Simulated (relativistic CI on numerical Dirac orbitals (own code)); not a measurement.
# Radial parameters of Ba45+

Method of calculation: Dirac-Coulomb-Breit CI, separate exchange-only KLI orbitals for each configuration, a model potential for QED, unscaled Slater integrals (own radial code, finite nucleus).

Slater integrals F^k, G^k are unscaled and averaged over j, outside the closed core [Ne]; ζ comes from projecting the Hamiltonian with its Breit term on Σ l·s of the shell.

- 3p: ζ(3p) = 546550 cm⁻¹; <r>(3p) = 0.2491, <r^2>(3p) = 0.07167 (bohr units).
- 3d: ζ(3d) = 73654 cm⁻¹; <r>(3d) = 0.2185, <r^2>(3d) = 0.0549 (bohr units).
- 4p: ζ(4p) = 222590 cm⁻¹; <r>(4p) = 0.4692, <r^2>(4p) = 0.2502 (bohr units).

Averages of the first 10 configurations, taken without configuration mixing, which lowers the lowest level and can move excited configurations by several eV; other configurations of the list can lie among them:

| Configuration | Parity | States | Average energy above the lowest level (eV) |
| --- | --- | --- | --- |
| 3s | even | 2 | 0.0 |
| 3p | odd | 6 | 173.4 |
| 3d | even | 10 | 353.7 |
| 4s | even | 2 | 1659.0 |
| 4p | odd | 6 | 1730.3 |
| 4d | even | 10 | 1800.2 |
| 4f | odd | 14 | 1833.3 |
| 5s | even | 2 | 2396.4 |
| 5p | odd | 6 | 2432.2 |
| 5d | even | 10 | 2466.8 |
